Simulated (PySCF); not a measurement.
## How methods differ on the ionisation energy of Cd²⁺

Cd²⁺ [Kr] 4d10 → Cd³⁺ [Kr] 4d9 [4d3/2^4 4d5/2^5, M_J = 5/2], as a difference of total energies. All numbers are calculated (PySCF 2.14, the two-component X2C-1e Hamiltonian, in x2c-TZVPall-2c (8s9p7d1f, 77 functions)). Correlated levels: [Ar] 3d10 frozen; the 6 highest virtual spinors dropped. "Screened" scales the spin-orbit matrix elements by Boettger's factors to mimic the two-electron term; Breit and QED terms are absent.

```json
{"method": "GHF (spin-free)", "ionisation energy (eV)": "36.036", "error (eV)": "-1.432"}
{"method": "GMP2 (spin-free)", "ionisation energy (eV)": "37.290", "error (eV)": "-0.178"}
{"method": "GHF (screened spin-orbit)", "ionisation energy (eV)": "35.736", "error (eV)": "-1.732"}
{"method": "GMP2 (screened spin-orbit)", "ionisation energy (eV)": "36.981", "error (eV)": "-0.487"}
```

Reference: 37.468 ± 0.006 eV (measured; NIST Atomic Spectra Database, ionization energies).

The spin-free rows lack the spin-orbit shift.

Errors of the correlated levels include the incompleteness of this basis and the frozen core.
